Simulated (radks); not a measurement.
Spherical jellium clusters: N electrons in a uniform positive sphere of charge N and radius rs N^(1/3), rs = 3.05 bohr. Calculated with a radial shooting solver with Libxc functionals: non-relativistic Kohn-Sham, exchange-only LDA, spin-polarised, spherical densities. Levels are named by radial order and angular momentum (1s, 1p, 1d, 2s, ...), and open shells are averaged over m.

N = 25, configuration 1s2 1p6 1d10 2s2 1f(up 5, down 0). This is the lowest configuration that the search found. Occupied and some empty levels:

| level | occupation | eigenvalue (eV) | <r> (bohr) |
|---|---|---|---|
| 1s up | 1 | -6.6027 | 5.564 |
| 1s down | 1 | -6.3302 | 5.068 |
| 1p up | 3 | -5.4656 | 6.581 |
| 1p down | 3 | -4.9618 | 6.271 |
| 1d up | 5 | -4.0278 | 7.340 |
| 1d down | 5 | -3.3805 | 7.173 |
| 2s up | 1 | -3.3191 | 6.213 |
| 2s down | 1 | -2.9631 | 6.351 |
| 1f up | 5 | -2.3698 | 8.070 |
| 1f down | 0 | -1.6485 | 8.049 |
| 2p up | 0 | -1.5918 | 8.069 |
| 2p down | 0 | -1.2041 | 8.192 |
| 1g up | 0 | -0.59238 | 9.024 |
| 2d up | 0 | -0.26495 | 11.70 |

Energy (eV): total -17.4672, kinetic 70.609, external -2233.9, Hartree 1092.6, exchange-correlation -91.034, background 1144.2.
